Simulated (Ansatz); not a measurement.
In3Se3Cl3⁺, that is (ClInSe)3 ring with one electron fewer. Charge 1, multiplicity 2. Geometry PBE-D4/def2-SVP, that of the neutral singlet; atoms count from 1.

```xyz
9

In    0.5183    1.9026    1.1296
Cl    1.0589    3.8853    2.3056
Se   -1.9674    1.4381    1.2256
In   -2.1561   -0.7118   -0.0957
Cl   -4.4022   -1.4536   -0.2016
Se   -0.6220   -2.2861   -1.3510
In    1.6385   -1.1953   -1.0249
Cl    3.3443   -2.4323   -2.1054
Se    2.5877    0.8530    0.1178
```

In the def2 sets In takes a core potential; there is no spin–orbit coupling. Single mean-field runs in def2-TZVP are fitted with def2-universal-jkfit.

(1) Estimate the Mulliken populations from the PBE0/def2-TZVP orbitals of Ansatz.

(2) Where does the spin sit?

(3) And the Mayer bond orders between heavy atoms (over 0.3)?

## Answers

(1) 
```csv
atom,charge (e),spin (α − β)
In1,0.74,0.00
Cl2,-0.26,0.04
Se3,-0.17,0.20
In4,0.73,-0.05
Cl5,-0.27,0.00
Se6,-0.06,0.63
In7,0.73,-0.06
Cl8,-0.27,0.00
Se9,-0.16,0.23
```
Mulliken values depend strongly on the basis.

(2) Summed by element: In -0.11, Cl 0.04, Se 1.07, of 1 unpaired in all. Largest on single atoms: Se6 0.63, Se9 0.23, Se3 0.20.

(3) In1–Cl2 1.05 (2.37 Å); In1–Se3 0.94 (2.53 Å); In1–Se9 0.93 (2.53 Å); Se3–In4 1.04 (2.53 Å); In4–Cl5 1.06 (2.37 Å); In4–Se6 0.86 (2.53 Å); Se6–In7 0.87 (2.53 Å); In7–Cl8 1.06 (2.37 Å); In7–Se9 1.04 (2.53 Å).
